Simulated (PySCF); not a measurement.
CH5InO2S, SMILES [OH][In]([S]C)[OH].

Geometry optimised at PBE0-D3(BJ)/def2-SVP. The structure was generated by enumeration; whether it is a known compound was not checked. The def2 effective core potentials stand for the cores of In; spin–orbit coupling is left out. Other conformers were not sampled.

Two levels are set side by side: TDA-PBE/def2-SVPD (PySCF) and TDA-CAM-B3LYP/def2-SVPD (PySCF). Vertical, same geometry. The lowest singlet is HOMO→LUMO 100 % with PBE and HOMO→LUMO 91 % with the other functional; states are paired by order. Differences are taken from unrounded values.

```
quantity                               TDA-CAM-B3LYP
-------------------------------------  -------------
lowest singlet excitation (eV)                  4.13
lowest triplet excitation (TDA) (eV)            3.74
first bright state (f over 0.05) (eV)           6.00
its oscillator strength                         0.07
```

Task: What does TDA-PBE give, and how far is it from TDA-CAM-B3LYP? (An estimate is asked for; the answer gives what the named calculation found.)

Result: 
```
quantity                               TDA-PBE  TDA-PBE minus TDA-CAM-B3LYP
-------------------------------------  -------  ---------------------------
lowest singlet excitation (eV)            3.27                        -0.87
lowest triplet excitation (TDA) (eV)      2.98                        -0.76
first bright state (f over 0.05) (eV)     5.10                        -0.90
its oscillator strength                   0.05                        -0.02
```

A lower first singlet is the usual sign of a functional without exact exchange. Differences between two approximate levels are no errors against the true value.

Rough cost on one machine, each run with all the roots and properties that it gave: TDA-CAM-B3LYP against TDA-PBE about 4 times.
